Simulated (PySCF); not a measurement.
Stepwise substitution at one centre (Al H-OH). All species are isolated molecules in the gas phase. One relaxed conformer stands for each flexible species; it need not be the lowest. Strings in code marks are SMILES.

Computed with PBE-D3(BJ)/def2-TZVP // TPSSh-D3(BJ)/def2-TZVP (PySCF). Excitations are Tamm–Dancoff values on a coarser integration grid. The basis has no diffuse functions, so Rydberg states are missing or too high.

```
species                                                                               HOMO–LUMO gap (eV)  S1–T1 gap (TDA) (eV)  HOMO (eV)  T1 excitation (TDA) (eV)
------------------------------------------------------------------------------------  ------------------  --------------------  ---------  ------------------------
0 of 3 H replaced by OH (`[AlH3]`)                                                                  4.78                     –      -7.30                         –
1 of 3 H replaced by OH                                                                             5.03                  0.37      -6.60                      4.77
2 of 3 H replaced by OH (`[OH][AlH][OH]` (H–O–Al–O torsion 0°, O–Al–O–H torsion 1°))                6.38                  0.28      -7.36                       ___
3 of 3 H replaced by OH (`[OH][Al]([OH])[OH]`)                                                       ___                   ___      -7.28                      5.78
```

Q: Some entries are withheld; supply them.

A: 
- 2 of 3 H replaced by OH (`[OH][AlH][OH]` (H–O–Al–O torsion 0°, O–Al–O–H torsion 1°)), T1 excitation (TDA) (eV): 6.18
- 3 of 3 H replaced by OH (`[OH][Al]([OH])[OH]`), HOMO–LUMO gap (eV): 5.95
- 3 of 3 H replaced by OH (`[OH][Al]([OH])[OH]`), S1–T1 gap (TDA) (eV): 0.24
